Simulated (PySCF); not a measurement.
ScBr₃, SMILES [Br][Sc]([Br])[Br].

Coordinates come from a B3LYP-D3(BJ)/def2-SVP optimisation.

Method: PySCF with B3LYP-D3(BJ)/def2-SVP.

Frequencies are harmonic and unscaled.

Modes within 1.5 cm⁻¹ of each other (mostly degenerate sets) share a row, with their intensities summed.

```json
[
 {"mode": "1", "ν (cm⁻¹)": "53", "IR (km/mol)": "31.8", "moving atoms (share of kinetic energy)": "Sc 84 %, Br 16 %"},
 {"mode": "2–3", "ν (cm⁻¹)": "59", "IR (km/mol)": "1.0", "moving atoms (share of kinetic energy)": "Br 91 %, Sc 9 %"},
 {"mode": "4", "ν (cm⁻¹)": "212", "IR (km/mol)": "0.0", "moving atoms (share of kinetic energy)": "Br 100 %"},
 {"mode": "5–6", "ν (cm⁻¹)": "388", "IR (km/mol)": "241.6", "moving atoms (share of kinetic energy)": "Sc 75 %, Br 25 %"}
]
```
